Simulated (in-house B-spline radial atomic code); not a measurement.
# RPA and G0W0 on CAM-B3LYP: Ru IX (Ru8+)

Configuration [Ar] 3d10 4s2 4p6, mean-field start CAM-B3LYP. Computed with an all-electron radial atomic-structure program (B-spline basis): all electrons, scalar-relativistic (spin-free one-electron X2C), finite nucleus, each spin shell either full or empty, empty states to l = 9 with an (l + 1/2)⁻⁴ tail; G0W0 by contour deformation at full frequency.

Command:
```bash
python run_gw.py task.json out
```
Settings (radii: box in bohr, nucleus in fm):
```
Z                        44
electrons                36
configuration            [Ar] 3d10 4s2 4p6
hamiltonian              x2c
method                   camb3lyp
lmax                     9
rms_radius               4.4809
spin_polarised           False
box_radius               7.7
intervals                66
```

Run time, properties included: 3.8 s on 1 thread of Arm Neoverse N1, on a shared host.

Energies (hartree):

| term | value |
| --- | --- |
| mean-field total | -4514.41692 |
| Hartree-Fock functional on these orbitals | -4512.20027 |
| direct second order | -3.0501 |
| second-order exchange | 0.87436 |
| SOSEX correction | 0.82435 |

Q: What is the RPA correlation energy, and what remains with SOSEX?

A: RPA gives -2.7535 hartree (-2.08 eV per electron); RPA + SOSEX gives -1.9291, and the second-order doubles -2.1758 hartree (no singles). RPA lacks exchange-type terms and so overcorrelates at short range.

Quasi-particle levels (eV):

```csv
level,occupied,mean field,Σx - vxc,Σc,QP weight,G0W0
4p,yes,-173.47,-5.79,?,?,?
3d,yes,-417.44,-23.08,6.36,0.951,-434.17
4d,no,-116.18,7.15,-2.47,0.976,-111.49
```

G0W0 = mean field + (Σx - vxc) + Σc, with Σc (partial-wave tail included) taken at the quasi-particle energy. Only the outer levels were computed. Levels of low weight are left out.

Q: Where does G0W0 put 4p?

A: At -180.15 eV, with Σc = -0.89 eV and a quasi-particle weight of 0.970. The tabulated removal energy is 178.41 ± 0.05 eV (NIST, semi-empirical); the calculation leaves out spin-orbit coupling, Breit and QED terms, and what these don't explain is the method's own error.
